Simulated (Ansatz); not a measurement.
`C[SiH2]B(O)O` + `FC(F)(F)[SeH]` → `OB(O)[Se]C(F)(F)F` + `C[SiH3]`  (cleavage of the B–Si bond)

Gas-phase electronic energies from Ansatz, PBE0-D4/def2-TZVP geometries. CCSD(T)/CBS is the MP2 limit (def2-TZVPP, def2-QZVPP) plus CCSD(T) − MP2 in def2-TZVPP, frozen cores. This one scheme is used for every species. Functionals use def2-TZVPP. B3LYP here is the variant with VWN-RPA as its local correlation; programs differ in this. For Se outer-core shells are correlated without core-valence functions, which leaves a few kJ/mol of doubt a bond. Scalar relativity is left out up to krypton. Each species was taken in one conformer, which may not be the lowest.

```
             level  ΔE (kJ/mol)  difference from CCSD(T)/CBS
          B3LYP-D4        -88.8                          0.9
           ωB97X-V        -87.5                          2.2
           ωB97M-V        -91.0                         -1.3
            B2PLYP        -90.4                         -0.7
               PBE        -78.1                         11.6
            r2SCAN        -88.7                          1.0
              PBE0        -83.0                          6.7
             B3LYP        -85.2                          4.5
    MP2/def2-TZVPP        -98.3                         -8.6
SCS-MP2/def2-TZVPP        -95.1                         -5.4
   CCSD/def2-TZVPP        -90.1                         -0.4
     HF/def2-QZVPP        -95.2                         -5.5
    MP2/def2-QZVPP        -97.6                         -7.9
SCS-MP2/def2-QZVPP        -94.3                         -4.6
      HF/CBS(def2)        -95.0                         -5.3
     MP2/CBS(def2)        -97.6                         -7.9
       CCSD(T)/CBS        -89.7                            0
```

Largest T1 diagnostic among the species: 0.013.

The D4 term adds −3.6 kJ/mol with B3LYP and −1.8 kJ/mol with PBE0; it sums over pairs of atoms, weighted by their polarisabilities, and B3LYP, whose exchange is more repulsive, gets the larger term. From PBE to PBE0 (25 % exact exchange), in def2-TZVPP and without D4, ΔE moves by −5.0 kJ/mol.
